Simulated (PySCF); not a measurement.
**Radial density of Ag²⁹⁺ (silver, charge +29)**

B3LYP, [Ar], closed-shell 1S. Calculation: PySCF 2.14, in an even-tempered Gaussian basis (18 s from 4.1 bohr⁻², ratio 2.5; 12 p from 5.4 bohr⁻², ratio 2.5; 5 d from 26 bohr⁻², ratio 2.7; 4 f from 38 bohr⁻², ratio 2.7); scalar relativity by spin-free X2C-1e.

```json
{"r (bohr)": "0.0283", "4πr²ρ (e/bohr)": "57.94"}
{"r (bohr)": "0.0475", "4πr²ρ (e/bohr)": "52.87"}
{"r (bohr)": "0.0800", "4πr²ρ (e/bohr)": "71.60"}
{"r (bohr)": "0.135", "4πr²ρ (e/bohr)": "51.58"}
{"r (bohr)": "0.226", "4πr²ρ (e/bohr)": "27.30"}
{"r (bohr)": "0.381", "4πr²ρ (e/bohr)": "24.10"}
{"r (bohr)": "0.640", "4πr²ρ (e/bohr)": "1.422"}
{"r (bohr)": "1.08", "4πr²ρ (e/bohr)": "0.002277"}
```

Densities and radii are taken from the X2C orbitals without a picture-change correction, which distorts them close to the nucleus.
